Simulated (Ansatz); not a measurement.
CH5ClNOTa, SMILES `[CH3][Ta](=[NH])([OH])[Cl]`, relaxed with RKS PBE-D4/def2-SVP in the Gaussian-basis code of Ansatz from a rough embedded geometry. The force threshold is 0.03 eV/Å; the program also tests the step.

The species carries charge 0 and has multiplicity 1. Ta takes the def2 core potential.

Start:

```xyz
10

C     0.341   -0.973    1.072
Ta   -0.043    0.544   -0.514
N    -0.404   -0.411   -2.192
O    -1.775    1.770    0.019
Cl    1.936    2.054   -0.799
H    -0.394   -0.936    1.868
H     0.438   -1.968    0.640
H     1.360   -0.692    1.573
H     0.317   -1.005   -2.677
H    -1.777    1.617    1.010
```

Q: By how much does the energy fall, and how many steps does the optimiser take? (Best estimate.)

A: The calculation gave: 46.59 kcal/mol, in 13 steps.

Q: Which bonds change most? (Estimate.)

A: Ansatz gave: Ta2–O4 from 2.189 to 1.924 Å; Ta2–N3 from 1.964 to 1.775 Å; Ta2–Cl5 from 2.505 to 2.344 Å; C1–Ta2 from 2.228 to 2.156 Å.

Q: Give the relaxed structure. (Best estimate.)

A: Ansatz gave: 
```xyz
10

C     0.422   -0.950    1.051
Ta    0.075    0.552   -0.457
N    -0.297   -0.426   -1.891
O    -1.546    1.450    0.059
Cl    2.041    1.805   -0.695
H    -0.442   -1.636    1.171
H     1.301   -1.566    0.764
H     0.634   -0.466    2.031
H    -0.549   -0.930   -2.742
H    -1.639    2.168    0.711
```
